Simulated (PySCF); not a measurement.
C2H5S, doublet, at a GFN2-xTB geometry. Base run: PBE/3-21G in PySCF.

Input for PySCF:
```python
from pyscf import gto, scf, dft

mol = gto.Mole()
mol.atom = '''
    C    -1.668428    0.125580    0.072616
    C    -0.377181   -0.531319    0.376121
    S     1.119845    0.109618   -0.186616
    H    -2.011386   -0.087890   -0.947798
    H    -2.434838   -0.235526    0.757277
    H    -1.587755    1.208719    0.172918
    H    -0.341154   -1.592418    0.546370
    H     0.731271    1.387653   -0.235329
'''
mol.basis = '3-21g'
mol.charge = 0
mol.spin = 1
mol.verbose = 3
mol.build()

mf = dft.UKS(mol)
mf.xc = 'pbe'
mf.kernel()
mf.analyze()
```

Variants of this job, named by their change:

```csv
change,E (Eh),HOMO (eV),dipole (D),<S^2>,core-seconds (rough)
base,-474.63997,-3.45,1.58,0.752,5
functional = b97-1,-474.86372,-4.53,1.61,0.753,5
functional = b3lyp5,-474.82708,-4.48,1.58,0.753,5
functional = pbe0,-474.69373,-4.92,1.69,0.754,5
functional = hf,-473.71331,-8.33,1.86,0.764,0.6
functional = pbe0; dispersion = d4,-474.69758,-4.92,1.69,0.754,5
functional = b3lyp,-474.95024,-4.57,1.57,0.753,5
functional = wb97x_v,-474.83902,-7.24,1.72,0.753,100
functional = blyp,-474.86962,-3.23,1.48,0.752,4
functional = hse06,-474.71771,-4.51,1.68,0.754,9
functional = wb97x,-474.90280,-7.27,1.75,0.754,5
functional = pw6b95,-475.35029,-4.90,1.61,0.753,5
functional = bp86,-474.96486,-3.55,1.57,0.752,3
```

Total energies compare only within one method and basis.

Open shells are given as the SCF converged; they aren't shown to be the lowest states, and a large step between rows can be another state.
